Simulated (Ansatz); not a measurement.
Diatomic CuNi, multiplicity 2 (the spin of the measured ground state). No spin–orbit coupling. Ni is treated without relativity. Cu is treated without relativity.

The constants come from a fifth-degree fit in 1/R (seven points, main isotopes). Runs in def2 and cc sets follow the lowest solution found near the PBE0 minimum.

Programs: Ansatz (Gaussian orbitals). Each number belongs to the level named beside it.

D_e counts from each atom's lowest state at the same level, without counterpoise or zero-point energy.

| level | r_e (Å) | ω_e (cm⁻¹) | ω_e x_e (cm⁻¹) | D_e (eV) | dipole (D) |
|---|---|---|---|---|---|
| r2SCAN/def2-TZVPP | 2.229 | ___ | 1.1 | 2.02 | 0.12 |
| B97M-V/def2-TZVPP | 2.276 | 251 | 1.1 | 1.96 | 0.09 |
| B3LYP/def2-TZVPP | 2.292 | 253 | 1.0 | 1.82 | 0.15 |
| PBE0/def2-TZVPP | 2.285 | 254 | 1.0 | 1.76 | 0.15 |
| BHLYP/def2-TZVPP | 2.320 | 240 | 0.92 | 1.27 | 0.15 |
| CAM-B3LYP/def2-TZVPP | 2.273 | 264 | 0.98 | 1.76 | 0.17 |
| wB97X-V/def2-TZVPP | 2.283 | 262 | 0.89 | 1.80 | 0.15 |
| wB97M-V/def2-TZVPP | ___ | ___ | 0.88 | 1.95 | 0.16 |

### Question
What belongs in the gaps?

### Answer

- wB97M-V/def2-TZVPP, r_e (Å): 2.287
- wB97M-V/def2-TZVPP, ω_e (cm⁻¹): 261
- r2SCAN/def2-TZVPP, ω_e (cm⁻¹): 275

Measured for the ground state: D_0 2.052 ± 0.099 eV (a handbook's tabulated 298 K bond energy less 3RT/2; such tables hold older values) [Luo, bond dissociation energies, CRC Handbook].

Ansatz is a program for electronic structure.
